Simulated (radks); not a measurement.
Results of a calculation; reference values are marked as such.
Question: Species: Ni III. Configuration: [Ar] 3d8 (the NIST ground configuration). Code: a radial shooting solver on a logarithmic mesh with Libxc functionals. Model: non-relativistic Kohn-Sham, SCAN, spin-polarised, spherical densities, point nucleus; open shells are filled with parallel spins first; meta-GGA in the generalised Kohn-Sham scheme. Some entries of the table are withheld. Estimate them.

| orbital | occ. | eigenvalue (eV) | <r> (bohr) |
|---|---|---|---|
| 1s up | 1 | -8167.933 | 0.05485 |
| 1s down | 1 | -8167.930 | 0.05485 |
| 2s up | 1 | -993.1095 | 0.2480 |
| 2s down | 1 | -991.4804 | 0.2477 |
| 2p up | 3 | -867.4653 | 0.2167 |
| 2p down | 3 | -866.2752 | 0.2164 |
| 3s up | 1 | -132.8224 | (1) |
| 3s down | 1 | -129.8746 | (2) |
| 3p up | 3 | -93.8815 | 0.7811 |
| 3p down | 3 | -90.9408 | 0.7848 |
| 3d up | 5 | -29.8412 | 0.9477 |
| 3d down | 3 | -27.0866 | 0.9774 |

Answer: 
(1) 3s up <r> (bohr): 0.7486
(2) 3s down <r> (bohr): 0.7507
